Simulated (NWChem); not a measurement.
System: BHCl2; SMILES ClBCl

```xyz
4

B     -0.6922    -0.0065     0.0000
H     -1.8920    -0.0207     0.0000
Cl     0.1704     0.0037    -1.5101
Cl     0.1704     0.0037     1.5101
```
Atoms are numbered in this order, from 1.

Level: PBE0/def2-SVP (NWChem), optimised geometry, unscaled harmonic frequencies. 

```
frequency (cm⁻¹)  IR intensity (km/mol)
----------------  ---------------------
295                                 1.0
753                                35.5
783                                17.0
919                               152.8
1108                              259.6
2704                               93.9
```

zero-point energy: 9.4 kcal/mol
thermal correction to the enthalpy at 298.15 K (with zero-point energy): 12.2 kcal/mol
heat capacity Cv: 9.8 cal/(mol K)
entropy at 298.15 K and 1 atm (symmetry number 2): 63.9 cal/(mol K)
dipole moment: 0.37 D

Rigid rotor and harmonic oscillator.
